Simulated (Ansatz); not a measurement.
Gas-phase electronic energies from Ansatz, PBE0-D4/def2-TZVP geometries. CBS: MP2 limit from def2 TZ/QZ plus the TZ coupled-cluster correction, frozen cores. DFT in def2-TZVPP. B3LYP here is the variant with VWN-RPA as its local correlation; programs differ in this. HSE06 is defined as in plane-wave codes. For Ge outer-core shells are correlated without core-valence functions, which leaves a few kJ/mol of doubt a bond. Scalar relativity is left out up to krypton. One conformer a species, not always the lowest.

`B[SiH2][GeH3]` + `NCSS` → `S[S][GeH3]` + `B[SiH2]CN`  (formal exchange of groups at a Ge–Si bond)

| level | ΔE (kJ/mol) | difference from CCSD(T)/CBS |
| --- | --- | --- |
| LDA (SPW92) | 6.2 | 22.7 |
| PBE-D4 | 0.2 | 16.7 |
| revPBE-D4 | -0.2 | 16.3 |
| BLYP-D4 | -7.2 | 9.3 |
| r2SCAN-D4 | -6.1 | 10.4 |
| B97M-V | -11.4 | 5.1 |
| PBE0-D4 | -7.2 | 9.3 |
| B3LYP-D4 | -12.9 | 3.6 |
| r2SCANh-D4 | -8.1 | 8.4 |
| r2SCAN0-D4 | -11.0 | 5.5 |
| HSE06-D4 | -7.2 | 9.3 |
| BHLYP-D4 | -21.8 | -5.3 |
| CAM-B3LYP-D4 | -17.8 | -1.3 |
| ωB97M-V | -19.4 | -2.9 |
| B2PLYP | -16.8 | -0.3 |
| PBE-QIDH | -15.0 | 1.5 |
| PBE | -0.9 | 15.6 |
| BLYP | -9.6 | 6.9 |
| r2SCAN | -6.4 | 10.1 |
| PBE0 | -8.2 | 8.3 |
| B3LYP | -14.6 | 1.9 |
| r2SCANh | -8.4 | 8.1 |
| r2SCAN0 | -11.3 | 5.2 |
| HSE06 | -8.0 | 8.5 |
| BHLYP | -22.8 | -6.3 |
| CAM-B3LYP | -18.8 | -2.3 |
| LC-ωPBE | -17.9 | -1.4 |
| RPA@PBE/def2-TZVPP | -17.9 | -1.4 |
| HF/def2-SVP | -34.6 | -18.1 |
| MP2/def2-SVP | -16.0 | 0.5 |
| CCSD/def2-SVP | -17.7 | -1.2 |
| CCSD(T)/def2-SVP | -14.3 | 2.2 |
| HF/def2-TZVPP | -36.0 | -19.5 |
| SCS-MP2/def2-TZVPP | -23.4 | -6.9 |
| CCSD/def2-TZVPP | -20.9 | -4.4 |
| MP2/def2-QZVPP | -19.2 | -2.7 |
| SCS-MP2/def2-QZVPP | -23.9 | -7.4 |
| HF/CBS(def2) | -37.0 | -20.5 |
| MP2/CBS(def2) | -18.8 | -2.3 |
| CCSD/CBS(def2) | -20.5 | -4.0 |
| CCSD(T)/CBS | -16.5 | 0 |

Largest T1 diagnostic among the species: 0.013.

From r2SCAN to r2SCAN0 (25 % exact exchange), in def2-TZVPP and without D4, ΔE moves by −5.0 kJ/mol. In def2-TZVPP, CCSD(T) changes the Hartree–Fock value by +19.2 kJ/mol (the triples alone add +4.0 kJ/mol) and MP2 by +16.9 kJ/mol. Leaving LDA and LC-ωPBE aside and taking each functional with its dispersion term where it has one, the values spread over 22.0 kJ/mol, from BHLYP-D4 to PBE-D4. LDA lies +7.1 kJ/mol from PBE without D4.
